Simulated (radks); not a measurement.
Results of a calculation; reference values are marked as such.
Problem. The potassium ion K+, [Ar]. Level of theory: non-relativistic Kohn-Sham, r2SCAN, spin-polarised, spherical densities, point nucleus; meta-GGA in the generalised Kohn-Sham scheme (a radial shooting solver on a logarithmic mesh with Libxc functionals). Every spin shell is full or empty, so the densities are truly spherical. Functionals are evaluated on that one density, not self-consistently. Rank these orbital-free kinetic functionals by their error against the exact value of the orbitals, and give that value: Thomas-Fermi, von Weizsacker, TF + vW, TF + vW/9, TF + vW/5, LC94, Perdew 92, Pearson, LKT, DePristo-Kress.

Solution. Exact: 599.114 hartree. From best to worst, with 100 (|E| - |E exact|)/|E exact| (equal figures are ties): DePristo-Kress +0.09, LC94 +0.16, Perdew 92 -0.55, TF + vW/9 -0.56, Pearson -1.38, TF + vW/5 +4.56, Thomas-Fermi -6.96, LKT +28.60, von Weizsacker -42.43, TF + vW +50.62.
